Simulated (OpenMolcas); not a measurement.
An OpenMolcas run meant for Tc³⁺ (ANO-R3, X2C; inactive shells 1s 2s 2p 3s 3p 3d 4s 4p; intended active space 4 electrons in 5 orbitals (4d)). One step of its input:

```
&RASSCF
FileOrb=start.orb
Symmetry=2
Spin=5
nActEl=4 0 0
Inactive=9 9
Ras2=5 0
CIRoot=5 5 1
SDav=5
CIMx=300
Iter=54 100
PrWF=0.3
OrbListing=Nothing
MaxOrb=0
Atom
>>> COPY $Project.JobIph JOB001
```

Lines from the output:

```
...
      Number of secondary orbitals              78
      Spin quantum number                      2.0
      State symmetry                             2
Orbital specifications:
      -----------------------

      Symmetry species                           1   2
                                                ag  au
      Frozen orbitals                            0   0
      Inactive orbitals                          9   9
      Active orbitals                            5   0
      RAS1 orbitals                              0   0
      RAS2 orbitals                              5   0
      RAS3 orbitals                              0   0
      Secondary orbitals                        37  41
      Deleted orbitals                           0   0
      Number of basis functions                 51  50
      Number of CSFs                             0
      Number of root(s) required                 5
 ************ ERROR ***********
  You can't ask for more roots
  than there are configurations
 ******************************
--- Stop Module: rasscf at  /rc=_RC_INPUT_ERROR_ ---
.####################.
.# User input error #.
.####################.
```

Problem. What is wrong with the input?

Solution. The state symmetry names the wrong parity for these configurations.
